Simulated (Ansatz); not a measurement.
Reaction (redistribution): `[F][AlH][SeH]` + `CC(C)[NH][AlH][Cl]` → `[F][Al]([Cl])[SeH]` + `CC(C)[NH][AlH2]`

Isolated molecules relaxed with PBE0-D4/def2-TZVP in Ansatz; ΔE leaves out vibrations. CCSD(T)/CBS adds triple-zeta CCSD(T) − MP2 to the extrapolated MP2 energy (def2 sets, frozen cores). DFT in def2-TZVPP. For Se outer-core shells are correlated without core-valence functions, which leaves a few kJ/mol of doubt a bond. Scalar relativity is left out up to krypton. One conformer a species, not always the lowest.

| level | ΔE (kJ/mol) | difference from CCSD(T)/CBS |
| --- | --- | --- |
| PBE0-D4 | 11.3 | -0.3 |
| ωB97M-V | 12.2 | 0.6 |
| B2PLYP | 12.0 | 0.4 |
| PBE0 | 12.1 | 0.5 |
| SCS-MP2/def2-TZVPP | 11.4 | -0.2 |
| CCSD(T)/def2-TZVPP | 11.2 | -0.4 |
| HF/def2-QZVPP | 14.2 | 2.6 |
| SCS-MP2/def2-QZVPP | 11.6 | 0.0 |
| HF/CBS(def2) | 14.2 | 2.6 |
| CCSD/CBS(def2) | 12.2 | 0.6 |
| CCSD(T)/CBS | 11.6 | 0 |

Largest T1 diagnostic among the species: 0.011.

In def2-TZVPP, CCSD(T) changes the Hartree–Fock value by −3.1 kJ/mol (the triples alone add −0.6 kJ/mol) and MP2 by −3.1 kJ/mol.
